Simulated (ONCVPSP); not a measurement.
**Mo (Z = 42): one change to an ONCV potential, before and after**

* Element: molybdenum
* Generator: ONCVPSP 4.0.1
* Type: optimised norm-conserving Vanderbilt (ONCV)
* Functional: BLYP
* Relativity: scalar-relativistic
* Frozen core: [Ar] 3d10
* Valence charge: 14
* Reference configuration: 4s2 4p6 4d5 5s1
* Partial waves: 4s+5s: rc 1.85 bohr, ncon 4, nbas 9, qcut 6.7 1/bohr, 2 projectors; 4p: rc 1.15 bohr, ncon 3, nbas 6, qcut 7.4 1/bohr, 2 projectors, debl 3.6 Ha; 4d: rc 1.85 bohr, ncon 4, nbas 8, qcut 7.3 1/bohr, 2 projectors, debl 2.7 Ha; f scattering state at 0.2 Ha: rc 1.45 bohr, ncon 4, nbas 7, qcut 7.1 1/bohr, 3 projectors, debl 2.1 Ha
* Local potential: polynomial inside 1.10 bohr (lpopt 5, dvloc0 0 Ha)
* Core correction: none

Change: all radii scaled by about 0.81 (s 1.50, p 0.94, d 1.50, f 1.18 bohr); local potential polynomial inside 0.90 bohr (lpopt 5, dvloc0 0 Ha).

Cutoffs: the cutoffs (Ha) at which the residual kinetic energy of the hardest occupied pseudo-wave falls to 1 and 0.1 mHa per electron; they do not see the model core or the augmentation charge, which bear on the density cutoff. Errors are all-electron minus pseudo energies relative to the spin-unpolarised reference configuration.

**Question.** What does the change do?

**Answer.** The potential gets harder (29 Ha and 82 Ha → 32 Ha and 131 Ha); both files keep a bound ghost (f); the lowest positive-energy flag moves from s at 116.6 eV to s at 54.1 eV; of the 4 tests that both files solve, the error grows in 0 and shrinks in 1 by more than 15 % and 0.3 meV (median size 1.2 → 1.1 meV). A smaller radius makes the pseudo-wave follow the all-electron one further in, where it bends more sharply, so more plane waves are needed.

```tsv
quantity	base	changed
cutoff, loose	29 Ha	32 Ha
cutoff, tight	82 Ha	131 Ha
loose cutoff by channel	s 15 Ha, p 29 Ha, d 19 Ha	s 19 Ha, p 32 Ha, d 20 Ha
bound ghosts	f	f
GHOST(+) flags under 300 eV	s at 116.6 eV	s at 54.1 eV, p at 266.8 eV
error for 4s2 4p6 4d5 5s0, meV [ΔE 6.93 eV]	-1.3	-1.2
error for 4s2 4p6 4d4 5s0, meV [ΔE 22.34 eV]	-1.1	-0.9
error for 4s2 4p6 4d3 5s0, meV [ΔE 48.99 eV]	+3.8	+1.4
error for 4s2 4p6 4d4 5s1, meV [ΔE 7.94 eV]	+1.2	+1.1
```

Base: The cutoffs count occupied waves only; projector 3 of the f channel, the hardest unoccupied one, needs 91 Ha at the loose tolerance. Changed file: The cutoffs count occupied waves only; projector 3 of the f channel, the hardest unoccupied one, needs 156 Ha at the loose tolerance. A true bound ghost makes a file unfit for plane-wave use even where its test errors are small: the radial tests pick states by their node count and pass the ghost by.
